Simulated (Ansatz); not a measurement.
Computed with Ansatz on PBE0-D4/def2-TZVP structures; ΔE is electronic, products minus reactants. CBS: MP2 limit from def2 TZ/QZ plus the TZ coupled-cluster correction, frozen cores. This one scheme is used for every species. DFT in def2-TZVPP. B3LYP here is the variant with VWN-RPA as its local correlation; programs differ in this. def2 core potentials past Kr. For Te outer-core shells are correlated without core-valence functions, which leaves a few kJ/mol of doubt a bond.

Reaction (formal exchange of groups at a Te–C bond): `C=C(C)[TeH]` + `Cl[SiH](Cl)Cl` → `Cl[Si](Cl)(Cl)[TeH]` + `C=CC`

`C=C(C)[TeH]`:

```xyz
10

C     0.975    1.200   -0.292
C     0.126    0.290    0.170
C    -0.116   -1.032   -0.476
Te   -0.868    0.660    1.996
H     1.118    2.164    0.181
H     1.565    0.994   -1.181
H     0.471   -1.124   -1.394
H     0.146   -1.853    0.195
H    -1.173   -1.155   -0.731
H    -2.243   -0.144    1.532
```

`Cl[SiH](Cl)Cl`:

```xyz
5

Cl   -1.501    0.588   -1.176
Si    0.065    0.089    0.015
Cl   -0.628   -0.555    1.811
Cl    1.143   -1.389   -0.865
H     0.921    1.266    0.215
```

`Cl[Si](Cl)(Cl)[TeH]`:

Z-matrix (Å, degrees):
```
Si
Cl 1 2.037
Cl 1 2.036 2 109.0
Cl 1 2.036 2 109.0 3 116.5
Te 1 2.468 2 106.2 3 -121.8
H 5 1.658 1 90.2 2 -179.9
```

`C=CC`:

```xyz
9

C     1.345   -0.073   -0.323
C     0.240    0.450    0.188
C    -1.109   -0.180    0.139
H     1.335   -1.033   -0.830
H     2.299    0.437   -0.254
H     0.301    1.416    0.687
H    -1.504   -0.342    1.147
H    -1.826    0.467   -0.377
H    -1.082   -1.142   -0.377
```

| level | ΔE (kcal/mol) | difference from CCSD(T)/CBS |
| --- | --- | --- |
| PBE-D4 | -21.0 | -1.2 |
| B3LYP-D4 | -20.6 | -0.8 |
| ωB97X-V | -20.1 | -0.3 |
| ωB97M-V | -20.6 | -0.8 |
| PBE | -20.5 | -0.7 |
| r2SCAN | -20.4 | -0.6 |
| PBE0 | -21.1 | -1.3 |
| B3LYP | -19.6 | 0.2 |
| HF/def2-TZVPP | -20.0 | -0.2 |
| SCS-MP2/def2-TZVPP | -17.9 | 1.9 |
| CCSD/def2-TZVPP | -18.4 | 1.4 |
| HF/def2-QZVPP | -19.8 | 0.0 |
| SCS-MP2/def2-QZVPP | -18.8 | 1.0 |
| HF/CBS(def2) | -19.7 | 0.1 |
| MP2/CBS(def2) | -20.5 | -0.7 |
| CCSD/CBS(def2) | -20.1 | -0.3 |
| CCSD(T)/CBS | -19.8 | 0 |

Largest T1 diagnostic among the species: 0.011.

The D4 term adds −0.9 kcal/mol with B3LYP and −0.5 kcal/mol with PBE0; it sums over pairs of atoms, weighted by their polarisabilities, and B3LYP, whose exchange is more repulsive, gets the larger term. In def2-TZVPP, CCSD(T) changes the Hartree–Fock value by +2.0 kcal/mol (the triples alone add +0.3 kcal/mol) and MP2 by +1.3 kcal/mol.
